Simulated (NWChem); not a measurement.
System: sulfur tetrafluoride (SF$_{4}$); SMILES FS(F)(F)F

Here is an NWChem input.

```
start job
memory heap 200 mb stack 900 mb global 1100 mb
geometry units angstroms noautoz
  F      1.220545     0.000000     0.616808
  S      0.000000     0.000000    -0.387794
  F      0.000000    -1.654169    -0.275546
  F      0.000000     1.654169    -0.275546
  F     -1.220545     0.000000     0.616808
end
basis spherical
  * library def2-tzvp
end
dft
  xc b3lyp
  iterations 150
  mulliken
end
task dft energy
```

All runs use the structure optimised with PBE0/def2-SVP. B3LYP is NWChem's, with the RPA form of VWN correlation.

Question: Give the results of this calculation. (B3LYP/def2-TZVP.) Quantities: basis functions; energy (Ha); highest occupied level (eV); orbital gap (eV); dipole (D).

Answer: 
* **number of basis functions**: 161
* **energy (Ha)**: -797.72
* **highest occupied level (eV)**: -9.77
* **orbital gap (eV)**: 7.23
* **dipole (D)**: 0.83
